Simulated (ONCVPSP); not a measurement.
## Building the ONCV potential for cobalt (LDA (Perdew-Wang 92), scalar-relativistic).

ONCVPSP 4.0.1 was run on this input:

```
# ATOM AND REFERENCE CONFIGURATION
# atsym  z   nc   nv     iexc    psfile
  Co 27.00    3    4  -001012      upf
#
#   n    l    f
    1    0    2.00
    2    0    2.00
    2    1    6.00
    3    0    2.00
    3    1    6.00
    3    2    7.00
    4    0    2.00
#
# PSEUDOPOTENTIAL AND OPTIMIZATION
# lmax
    2
#
#   l,   rc,      ep,       ncon, nbas, qcut
    0    1.35    0.00    4    7   10.80
    1    1.00    0.00    4    8   14.00
    2    1.15    0.00    4    9   11.10
#
# LOCAL POTENTIAL
# lloc, lpopt,  rc(5),   dvloc0
    4    4    0.75    3.00
#
# VANDERBILT-KLEINMAN-BYLANDER PROJECTORs
# l, nproj, debl
    0    2    3.60
    1    2    0.40
    2    1    0.60
#
# MODEL CORE CHARGE
# icmod, fcfact, rcfact
    0    0.00    0.00
#
# LOG DERIVATIVE ANALYSIS
# epsh1, epsh2, depsh
   -5.00    5.00    0.04
#
# OUTPUT GRID
# rlmax, drl
    6.00    0.01
#
# TEST CONFIGURATIONS
# ncnf
    4
# nvcnf
#   n    l    f
    4
    3    0    2.00
    3    1    6.00
    3    2    7.00
    4    0    1.00
#
    4
    3    0    2.00
    3    1    6.00
    3    2    7.00
    4    0    0.00
#
    4
    3    0    2.00
    3    1    6.00
    3    2    6.00
    4    0    0.00
#
    4
    3    0    2.00
    3    1    6.00
    3    2    6.00
    4    0    2.00
#
```

Command:

```bash
oncvpsp.x < Co.dat > Co.out
```

Output (shortened: citation, most of the input echo, consistency checks and plot data are left out):

```
ONCVPSP  (Optimized Norm-Conservinng Vanderbilt PSeudopotential)
scalar-relativistic version 4.0.1

#   n    l    f        energy (Ha)
    1    0    2.00    -2.7843962E+02
    2    0    2.00    -3.2967196E+01
    2    1    6.00    -2.8276502E+01
    3    0    2.00    -3.7437557E+00
    3    1    6.00    -2.4076513E+00
    3    2    7.00    -3.1094340E-01
    4    0    2.00    -2.0850416E-01

Reference configufation results
  iterations    30
  all-electron total energy (Ha)   -1.39077762D+03

Begin loop to  construct optimized pseudo wave functions
and semi-local pseudopoentials for all angular momenta

Calculating optimized projector #   1

 for l=   0

    Fraction of norm inside rc  0.957676
    Optimizing pswf for qcut=  10.81 a_B^-1,  ecut=  58.44 Ha
    Residual kinetic energy error=  1.05D-07 Ha

    Energy error per electron        Cutoff
         Ha          eV             Ha
         0.01000     0.27211       22.99
         0.00100     0.02721       33.36
         0.00010     0.00272       41.04
         0.00001     0.00027       47.06

Calculating optimized projector #   2

 for l=   0

    Fraction of norm inside rc  0.046831
    Optimizing pswf for qcut=  10.81 a_B^-1,  ecut=  58.44 Ha
    Residual kinetic energy error=  5.87D-08 Ha

    Energy error per electron        Cutoff
         Ha          eV             Ha
         0.01000     0.27211        8.31
         0.00100     0.02721       28.39
         0.00010     0.00272       38.59
         0.00001     0.00027       46.14

WARNING wellstate: negative energy specified for n= 4 l=  1
WARNING scattering state with energy  0.25000000
WARNING will be used for the first projector

   Wellstate for l =  1  n =  4
     eigenvalue =   0.2500
     asymptotic potential =   0.7500
     half-point radius =  3.1960

Calculating optimized projector #   1

 for l=   1

    Fraction of norm inside rc  0.749285
    Optimizing pswf for qcut=  14.00 a_B^-1,  ecut=  97.95 Ha
    Residual kinetic energy error=  2.02D-07 Ha

    Energy error per electron        Cutoff
         Ha          eV             Ha
         0.01000     0.27211       27.89
         0.00100     0.02721       36.21
         0.00010     0.00272       68.20
         0.00001     0.00027       81.34

Calculating optimized projector #   2

 for l=   1

    Fraction of norm inside rc  0.047006
    Optimizing pswf for qcut=  14.00 a_B^-1,  ecut=  97.95 Ha
    Residual kinetic energy error=  7.35D-08 Ha

    Energy error per electron        Cutoff
         Ha          eV             Ha
         0.01000     0.27211       21.79
         0.00100     0.02721       29.82
         0.00010     0.00272       53.31
         0.00001     0.00027       74.55

Calculating optimized projector #   1

 for l=   2

    Fraction of norm inside rc  0.655205
    Optimizing pswf for qcut=  11.10 a_B^-1,  ecut=  61.66 Ha
    Residual kinetic energy error=  4.43D-04 Ha

    Energy error per electron        Cutoff
         Ha          eV             Ha
         0.01000     0.27211       49.56
         0.00100     0.02721       58.29
         0.00010     0.00272      157.77
         0.00001     0.00027      243.81

Construct Vanderbilt / Kleinmman-Bylander projectors

B matrix Hermiticity error, ll=   0
   1   2    3.5706E-04

  Orthonormal projector coefficients  1.2006E+01  2.8160E+00

B matrix Hermiticity error, ll=   1
   1   2    3.2453E-04

  Orthonormal projector coefficients  4.2025E+00  9.1002E-01

Pseudoatom total energy -144.358486

Diagnostic tests using Vanderbilt-Kleinman-Bylander pseudopotentials
  1 or more projectors used as specified by nproj input data

   l    rcore       rmatch      e in        delta e   norm test  slope test

   0   1.3521540   1.3932083  -3.7437557   0.0000058   1.0002034   1.0001863
   0   1.3521540   1.3932083  -0.2085042   0.0000047   1.0000389   1.0000308

   1   1.0025986   1.0330397  -2.4076513  -0.0000207   1.0001775   1.0002193
   1   1.0025986   1.0330397   0.2500000   0.0000390   1.0004045   1.0004045

   2   1.1504842   1.1854154  -0.3109434  -0.0000039   1.0000001   1.0000060

 Testing for bound ghosts
   n   l    E NL Schr. Eq   E Basis Diag.   E Cutoff

   1   0       -3.743750       -3.743736    104.08
   2   0       -0.208499       -0.089816    104.08

   2   1       -2.407672       -2.406930    301.13

   3   2       -0.310947       -0.299636    260.11

 Testing for highly-localized positive-energy ghosts
       l    <radius>/rc     E Basis Diag.   E Cutoff

Test configuration 0

   n   l     f        eae           eps        diff
   1   0  2.0000 -278.43961764
   2   0  2.0000  -32.96719592
   2   1  6.0000  -28.27650171
   3   0  2.0000   -3.74375572   -3.74374992    5.80D-06
   3   1  6.0000   -2.40765133   -2.40767204   -2.07D-05
   3   2  7.0000   -0.31094340   -0.31094728   -3.88D-06
   4   0  2.0000   -0.20850416   -0.20849950    4.66D-06

    Total energies and differences
      AE_ref= -1.39077762D+03  AE_tst= -1.39077762D+03  dif=  0.00D+00
      PS_ref= -1.44358486D+02  PS_tst= -1.44358486D+02  dif=  1.42D-13
      PSP excitation error= -1.42D-13

Test configuration 1

   n   l     f        eae           eps        diff
   1   0  2.0000 -278.76873356
   2   0  2.0000  -33.28926021
   2   1  6.0000  -28.59917884
   3   0  2.0000   -4.07085381   -4.07072812    1.26D-04
   3   1  6.0000   -2.73511712   -2.73502748    8.96D-05
   3   2  7.0000   -0.63530746   -0.63550409   -1.97D-04
   4   0  1.0000   -0.48042691   -0.48035549    7.14D-05

    Total energies and differences
      AE_ref= -1.39077762D+03  AE_tst= -1.39043626D+03  dif=  3.41D-01
      PS_ref= -1.44358486D+02  PS_tst= -1.44017129D+02  dif=  3.41D-01
      PSP excitation error= -3.08D-07

Test configuration 2

   n   l     f        eae           eps        diff
   1   0  2.0000 -279.15070235
   2   0  2.0000  -33.66025973
   2   1  6.0000  -28.97112778
   3   0  2.0000   -4.44798890   -4.44788830    1.01D-04
   3   1  6.0000   -3.11245936   -3.11233474    1.25D-04
   3   2  7.0000   -1.00676468   -1.00731820   -5.54D-04

    Total energies and differences
      AE_ref= -1.39077762D+03  AE_tst= -1.38980865D+03  dif=  9.69D-01
      PS_ref= -1.44358486D+02  PS_tst= -1.43389596D+02  dif=  9.69D-01
      PSP excitation error=  7.88D-05

Test configuration 3

   n   l     f        eae           eps        diff
   1   0  2.0000 -279.88273275
   2   0  2.0000  -34.41401654
   2   1  6.0000  -29.72276643
   3   0  2.0000   -5.15475253   -5.15843816   -3.69D-03
   3   1  6.0000   -3.81085402   -3.81296703   -2.11D-03
   3   2  6.0000   -1.67140736   -1.67140448    2.88D-06

    Total energies and differences
      AE_ref= -1.39077762D+03  AE_tst= -1.38847857D+03  dif=  2.30D+00
      PS_ref= -1.44358486D+02  PS_tst= -1.42058961D+02  dif=  2.30D+00
      PSP excitation error= -4.74D-04

Test configuration 4

   n   l     f        eae           eps        diff
   1   0  2.0000 -279.02591664
   2   0  2.0000  -33.57830452
   2   1  6.0000  -28.88520540
   3   0  2.0000   -4.31773502   -4.31994410   -2.21D-03
   3   1  6.0000   -2.97494713   -2.97619499   -1.25D-03
   3   2  6.0000   -0.84843493   -0.84734972    1.09D-03
   4   0  2.0000   -0.54351816   -0.54375374   -2.36D-04

    Total energies and differences
      AE_ref= -1.39077762D+03  AE_tst= -1.39020935D+03  dif=  5.68D-01
      PS_ref= -1.44358486D+02  PS_tst= -1.43790555D+02  dif=  5.68D-01
      PSP excitation error=  3.35D-04
```

The run took about 3.3 s on one core of a shared server CPU.
